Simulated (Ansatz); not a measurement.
C$_{2}$H$_{8}$AlFSi (`[CH3][AlH][CH2][SiH2]F`) at its PBE0-D4/def2-TZVP geometry, where that method's forces vanish. The species carries charge 0 and has multiplicity 1.

```xyz
13

C    -1.5789    1.6927    0.2776
Al    0.2715    1.2466   -0.1389
C     0.7401   -0.5164   -0.8554
Si    0.8041   -1.8905    0.3633
F     1.1664   -3.2898   -0.3354
H    -1.8826    2.6282   -0.2033
H    -2.2863    0.9140   -0.0173
H    -1.6956    1.8534    1.3556
H     1.4350    2.3047    0.0936
H     1.7119   -0.4452   -1.3570
H    -0.0200   -0.7746   -1.6046
H     1.8471   -1.6482    1.3943
H    -0.5127   -2.0748    1.0277
```

**Question.** What forces (eV/Å) does B3LYP-D4/def2-TZVPP give on these atoms in the Gaussian-basis code of Ansatz? (Estimate.)

**Answer.** The calculation gave: 
```
C1  -0.071  0.018  0.022
Al2  0.115  0.122 -0.002
C3   0.012  0.014 -0.097
Si4 -0.050  0.073  0.231
F5   0.045 -0.174 -0.083
H6   0.000 -0.040  0.022
H7   0.024  0.043  0.017
H8  -0.009 -0.005 -0.043
H9  -0.073 -0.062 -0.009
H10 -0.064 -0.008  0.010
H11  0.056  0.018  0.025
H12 -0.066 -0.012 -0.057
H13  0.082  0.014 -0.035
```

B3LYP here is the variant with VWN-RPA as its local correlation; programs differ in this.
